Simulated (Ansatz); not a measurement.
A short molecular-dynamics run on C₂HF₂In.

```yaml
crystal:
  periodic: [false, false, false]
  atoms:
    - {symbol: F, position_ang: [0.526079, -2.556780, 0.731657]}
    - {symbol: C, position_ang: [0.501899, -1.288373, 0.685242]}
    - {symbol: C, position_ang: [0.481317, -0.093465, 0.644540]}
    - {symbol: In, position_ang: [-1.327890, 0.661212, -1.847850]}
    - {symbol: F, position_ang: [-0.576941, 2.239177, -0.833084]}
    - {symbol: H, position_ang: [0.437536, 0.974229, 0.573293]}
basis:
  gaussian: {orbitals: def2-SVP}
magnetization: {spin_polarized: true, initial_magnetization: 0}
hamiltonian: {xc: {name: PBE}, dispersion: d3bj}
md: {timestep: 0.5 fs, n_steps: 20, ensemble: nvt_nose_hoover, temperature: 500, initial_velocities: maxwell_boltzmann, seed: 425}
```

```sh
$ ansatz run in.yaml --threads 2 --pin off --events-out ev --progress --plain --max-ram 4352MiB
```

| step | time (fs) | potential energy (eV) | kinetic (eV) | T (K) | conserved (eV) |
| --- | --- | --- | --- | --- | --- |
| 0 | 0.0 | -12683.0115 | 0.2585 | 500 | -12682.7529 |
| 1 | 0.5 | -12683.0036 | 0.2506 | 485 | -12682.7529 |
| 2 | 1.0 | -12682.9967 | 0.2438 | 471 | -12682.7530 |
| 3 | 1.5 | -12682.9906 | 0.2376 | 459 | -12682.7530 |
| 4 | 2.0 | -12682.9843 | 0.2313 | 447 | -12682.7531 |
| 5 | 2.5 | -12682.9772 | 0.2241 | 433 | -12682.7531 |
| 6 | 3.0 | -12682.9685 | 0.2154 | 417 | -12682.7531 |
| 7 | 3.5 | -12682.9582 | 0.2051 | 397 | -12682.7531 |
| 8 | 4.0 | -12682.9466 | 0.1936 | 374 | -12682.7530 |
| 9 | 4.5 | -12682.9347 | 0.1817 | 352 | -12682.7530 |
| 10 | 5.0 | -12682.9237 | 0.1708 | 330 | -12682.7529 |
| 11 | 5.5 | -12682.9148 | 0.1621 | 313 | -12682.7528 |
| 12 | 6.0 | -12682.9091 | 0.1564 | 302 | -12682.7528 |
| 13 | 6.5 | -12682.9069 | 0.1542 | 298 | -12682.7528 |
| 14 | 7.0 | -12682.9082 | 0.1555 | 301 | -12682.7528 |
| 15 | 7.5 | -12682.9123 | 0.1595 | 309 | -12682.7529 |
| 16 | 8.0 | -12682.9181 | 0.1653 | 320 | -12682.7530 |
| 17 | 8.5 | -12682.9243 | 0.1715 | 332 | -12682.7531 |
| 18 | 9.0 | -12682.9298 | 0.1769 | 342 | -12682.7531 |
| 19 | 9.5 | -12682.9336 | 0.1807 | 350 | -12682.7531 |
| 20 | 10.0 | -12682.9352 | 0.1824 | 353 | -12682.7531 |

Velocities are drawn at the set temperature; a run this short doesn't reach equilibrium.

Frames (Å, forces in eV/Å):

```xyz
6
time=0.0 fs
F     0.526   -2.557    0.732    0.011   -0.713    0.022
C     0.502   -1.288    0.685    0.043   -1.977    0.080
C     0.481   -0.093    0.645    0.004    2.070   -0.016
In   -1.328    0.661   -1.848   -0.151   -0.304   -0.204
F    -0.577    2.239   -0.833    0.173    0.306    0.235
H     0.438    0.974    0.573   -0.081    0.618   -0.118
6
time=0.5 fs
F     0.526   -2.556    0.732    0.027   -0.961    0.016
C     0.504   -1.291    0.685    0.031   -1.769    0.081
C     0.482   -0.097    0.648   -0.013    2.061    0.002
In   -1.328    0.662   -1.848   -0.165   -0.340   -0.225
F    -0.578    2.238   -0.837    0.186    0.341    0.260
H     0.428    0.970    0.592   -0.067    0.668   -0.134
6
time=1.0 fs
F     0.527   -2.554    0.733    0.043   -1.230    0.011
C     0.507   -1.295    0.684    0.017   -1.451    0.078
C     0.482   -0.099    0.651   -0.031    2.022    0.018
In   -1.328    0.662   -1.848   -0.178   -0.377   -0.246
F    -0.579    2.238   -0.840    0.200    0.377    0.286
H     0.419    0.967    0.610   -0.052    0.659   -0.147
6
time=1.5 fs
F     0.527   -2.553    0.733    0.059   -1.514    0.007
C     0.509   -1.298    0.683    0.002   -1.039    0.073
C     0.482   -0.102    0.654   -0.049    1.961    0.034
In   -1.328    0.663   -1.848   -0.192   -0.414   -0.267
F    -0.580    2.237   -0.844    0.214    0.414    0.312
H     0.409    0.966    0.628   -0.033    0.592   -0.159
6
time=2.0 fs
F     0.527   -2.553    0.734    0.074   -1.807    0.004
C     0.512   -1.302    0.683   -0.016   -0.550    0.067
C     0.483   -0.104    0.658   -0.070    1.883    0.051
In   -1.328    0.664   -1.848   -0.206   -0.452   -0.287
F    -0.580    2.237   -0.847    0.228    0.451    0.337
H     0.399    0.967    0.645   -0.011    0.475   -0.172
6
time=2.5 fs
F     0.527   -2.552    0.735    0.088   -2.100    0.001
C     0.515   -1.306    0.682   -0.036   -0.007    0.061
C     0.483   -0.105    0.661   -0.091    1.787    0.068
In   -1.328    0.664   -1.848   -0.219   -0.489   -0.307
F    -0.581    2.236   -0.850    0.242    0.487    0.363
H     0.389    0.968    0.662    0.016    0.322   -0.187
6
time=3.0 fs
F     0.528   -2.552    0.735    0.101   -2.383   -0.001
C     0.517   -1.310    0.681   -0.057    0.562    0.057
C     0.483   -0.107    0.664   -0.114    1.674    0.087
In   -1.329    0.665   -1.848   -0.232   -0.526   -0.326
F    -0.582    2.236   -0.854    0.257    0.524    0.388
H     0.380    0.970    0.678    0.046    0.149   -0.205
6
time=3.5 fs
F     0.528   -2.552    0.736    0.112   -2.643   -0.003
C     0.520   -1.314    0.681   -0.078    1.131    0.054
C     0.483   -0.108    0.667   -0.138    1.543    0.107
In   -1.329    0.665   -1.848   -0.245   -0.562   -0.345
F    -0.583    2.235   -0.857    0.271    0.559    0.412
H     0.370    0.973    0.694    0.078   -0.027   -0.226
6
time=4.0 fs
F     0.528   -2.552    0.736    0.123   -2.868   -0.005
C     0.522   -1.317    0.680   -0.100    1.671    0.055
C     0.483   -0.108    0.671   -0.160    1.392    0.127
In   -1.329    0.666   -1.848   -0.258   -0.597   -0.363
F    -0.584    2.235   -0.860    0.284    0.594    0.435
H     0.360    0.976    0.710    0.111   -0.191   -0.249
6
time=4.5 fs
F     0.529   -2.553    0.737    0.132   -3.046   -0.009
C     0.524   -1.320    0.680   -0.122    2.155    0.059
C     0.484   -0.109    0.674   -0.180    1.224    0.145
In   -1.329    0.666   -1.847   -0.271   -0.631   -0.381
F    -0.584    2.235   -0.864    0.297    0.627    0.457
H     0.351    0.978    0.725    0.143   -0.329   -0.272
6
time=5.0 fs
F     0.529   -2.554    0.737    0.140   -3.165   -0.015
C     0.527   -1.323    0.679   -0.143    2.560    0.067
C     0.484   -0.109    0.677   -0.196    1.041    0.162
In   -1.329    0.667   -1.847   -0.283   -0.663   -0.398
F    -0.585    2.235   -0.867    0.310    0.658    0.478
H     0.342    0.979    0.739    0.173   -0.431   -0.294
6
time=5.5 fs
F     0.529   -2.556    0.738    0.147   -3.216   -0.023
C     0.529   -1.326    0.679   -0.163    2.866    0.079
C     0.484   -0.108    0.681   -0.208    0.848    0.175
In   -1.329    0.667   -1.847   -0.295   -0.693   -0.415
F    -0.585    2.235   -0.870    0.322    0.687    0.497
H     0.334    0.979    0.752    0.198   -0.492   -0.314
6
time=6.0 fs
F     0.530   -2.558    0.738    0.154   -3.195   -0.033
C     0.532   -1.327    0.678   -0.182    3.059    0.095
C     0.484   -0.108    0.684   -0.215    0.650    0.183
In   -1.329    0.668   -1.847   -0.307   -0.721   -0.431
F    -0.586    2.235   -0.873    0.333    0.714    0.515
H     0.326    0.978    0.765    0.217   -0.507   -0.329
6
time=6.5 fs
F     0.530   -2.560    0.739    0.160   -3.097   -0.047
C     0.534   -1.328    0.677   -0.198    3.130    0.115
C     0.484   -0.108    0.688   -0.217    0.453    0.187
In   -1.330    0.668   -1.848   -0.318   -0.747   -0.446
F    -0.587    2.235   -0.876    0.343    0.738    0.531
H     0.319    0.976    0.777    0.230   -0.477   -0.340
6
time=7.0 fs
F     0.531   -2.563    0.740    0.166   -2.927   -0.064
C     0.536   -1.329    0.677   -0.212    3.077    0.137
C     0.484   -0.107    0.691   -0.213    0.264    0.186
In   -1.330    0.669   -1.848   -0.329   -0.770   -0.460
F    -0.587    2.235   -0.879    0.353    0.760    0.545
H     0.312    0.973    0.788    0.235   -0.404   -0.344
6
time=7.5 fs
F     0.531   -2.566    0.740    0.173   -2.688   -0.083
C     0.539   -1.329    0.677   -0.224    2.904    0.162
C     0.484   -0.107    0.695   -0.204    0.089    0.181
In   -1.330    0.669   -1.848   -0.339   -0.791   -0.474
F    -0.588    2.236   -0.881    0.362    0.779    0.558
H     0.305    0.969    0.799    0.233   -0.293   -0.343
6
time=8.0 fs
F     0.532   -2.569    0.741    0.180   -2.391   -0.105
C     0.541   -1.328    0.676   -0.234    2.620    0.188
C     0.484   -0.106    0.699   -0.191   -0.064    0.172
In   -1.330    0.669   -1.848   -0.349   -0.810   -0.487
F    -0.588    2.236   -0.884    0.370    0.796    0.570
H     0.300    0.964    0.808    0.224   -0.152   -0.337
6
time=8.5 fs
F     0.532   -2.573    0.741    0.187   -2.046   -0.129
C     0.543   -1.327    0.676   -0.241    2.239    0.214
C     0.484   -0.106    0.702   -0.175   -0.186    0.160
In   -1.330    0.670   -1.848   -0.358   -0.826   -0.498
F    -0.588    2.236   -0.887    0.377    0.810    0.580
H     0.294    0.958    0.817    0.210    0.009   -0.326
6
time=9.0 fs
F     0.533   -2.577    0.742    0.195   -1.667   -0.154
C     0.545   -1.325    0.675   -0.246    1.778    0.240
C     0.483   -0.105    0.706   -0.158   -0.267    0.147
In   -1.331    0.670   -1.848   -0.366   -0.840   -0.509
F    -0.589    2.237   -0.889    0.384    0.822    0.588
H     0.290    0.953    0.825    0.192    0.175   -0.312
6
time=9.5 fs
F     0.533   -2.581    0.742    0.203   -1.267   -0.180
C     0.547   -1.323    0.675   -0.248    1.256    0.265
C     0.483   -0.104    0.710   -0.144   -0.300    0.135
In   -1.331    0.670   -1.848   -0.374   -0.852   -0.518
F    -0.589    2.238   -0.892    0.390    0.831    0.596
H     0.285    0.948    0.832    0.174    0.332   -0.297
6
time=10.0 fs
F     0.534   -2.586    0.743    0.211   -0.860   -0.205
C     0.549   -1.321    0.675   -0.249    0.695    0.287
C     0.483   -0.104    0.713   -0.134   -0.278    0.126
In   -1.331    0.671   -1.848   -0.380   -0.861   -0.526
F    -0.589    2.239   -0.894    0.395    0.838    0.602
H     0.282    0.944    0.838    0.157    0.465   -0.284
```

Run time 51 s (2 threads of an Arm Neoverse V1 on a shared host); peak host memory 0.36 GiB.
